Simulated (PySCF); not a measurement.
Frontier orbitals and the lowest excitations

Species: (FGe)4NH6 adamantane, F₄Ge₄H₆N₆.
Z-matrix (Å and degrees, PBE0-D3(BJ)/def2-SVP geometry), rows numbered from 1:
```
Ge
F   1  1.7245
N   1  1.8351  2  110.56
Ge  3  1.8309  1  112.28  2   178.32
F   4  1.7230  3  110.48  1  -179.39
N   4  1.8304  3  110.00  1   -57.01
Ge  6  1.8376  4  111.06  3    56.72
F   7  1.7251  6  110.14  4  -176.04
N   1  1.8323  2  110.27  3   121.30
N   7  1.8252  6  107.31  4    60.56
Ge 10  1.8467  7  111.41  6   -61.10
F  11  1.7236 10  108.06  7  -177.32
N   1  1.8337  2  110.83  3  -117.42
N  11  1.8249 10  106.24  7    60.84
H   3  1.0211  1  112.43  2   -53.55
H   6  1.0200  4  114.36  3   -72.95
H   9  1.0202  1  113.80  2   -47.00
H  10  1.0202  7  112.28  6   169.18
H  13  1.0198  1  114.83  2   -48.75
H  14  1.0210  4  112.60  3   176.73
```

Method used: TDDFT B3LYP/def2-SVPD, vertical, gas phase, core orbitals frozen in the response in PySCF 2.14.0, density-fitted response routines. Relativistic effects, spin–orbit coupling among them, are left out although an element past zinc is present.

Kohn–Sham orbitals with the atoms that hold most of them (Löwdin shares over 4%, at most four atoms; ? is withheld):

```
orbital  ε (eV)                                atoms
 HOMO-3   -8.55      N14 47%, N3 16%, Ge4 7%, N10 6%
 HOMO-2   -8.42      N3 50%, N14 20%, Ge4 5%, Ge1 4%
 HOMO-1   -7.92                                    ?
   HOMO   -7.83                                    ?
   LUMO       ?  Ge7 12%, Ge1 11%, Ge11 11%, Ge4 10%
 LUMO+1   -0.82    Ge7 10%, Ge11 10%, Ge1 9%, Ge4 9%
 LUMO+2   -0.21     Ge11 20%, F12 9%, Ge4 8%, Ge7 6%
```

Give the leading atoms of the HOMO.

N10 (bonded to 2 Ge and H) 25%; N6 (bonded to 2 Ge and H) 22%; N9 (bonded to 2 Ge and H) 19%; N13 (bonded to 2 Ge and H) 14%.

Give the leading atoms of the HOMO-1.

N13 (bonded to 2 Ge and H) 24%; N9 (bonded to 2 Ge and H) 23%; N6 (bonded to 2 Ge and H) 17%; N10 (bonded to 2 Ge and H) 12%.

What is the LUMO energy, and the HOMO–LUMO gap?

ε(LUMO) = -1.81 eV; the gap is 6.02 eV (0.2214 hartree).

How does S1 compare with the orbital gap of 6.02 eV?

S1 is at 5.10 eV (f = 0.0070), 0.92 eV below the gap, made of HOMO→LUMO (98%). 

Give energy, strength and leading configuration of S1, S2, S3, S5 and S6, and follow the Löwdin shares of the leading atoms from the occupied to the empty orbital.

- S1 (5.10 eV, f 0.0070), HOMO→LUMO (98%): N10 25% → at most 11%, N6 22% → at most 11%, Ge7 at most 15% → 12%, Ge1 at most 15% → 11%
- S2 (5.20 eV, f 0.021), HOMO-1→LUMO (98%): N13 24% → at most 11%, N9 23% → at most 11%, Ge7 at most 13% → 12%, Ge1 at most 13% → 11%
- S3 (5.71 eV, f 0.0067), HOMO-2→LUMO (98%): N3 50% → at most 11%, N14 20% → at most 11%, Ge7 at most 5% → 12%, Ge1 4% → 11%
- S5 (6.00 eV, f 0.0085), HOMO→LUMO+1 (97%): N10 25% → at most 9%, N6 22% → at most 9%, Ge7 at most 15% → 10%, Ge11 at most 15% → 10%
- S6 (6.09 eV, f 0.026), HOMO-1→LUMO+1 (94%): N13 24% → at most 9%, N9 23% → at most 9%, Ge7 at most 13% → 10%, Ge11 at most 13% → 10%

One conformer stands for the species.
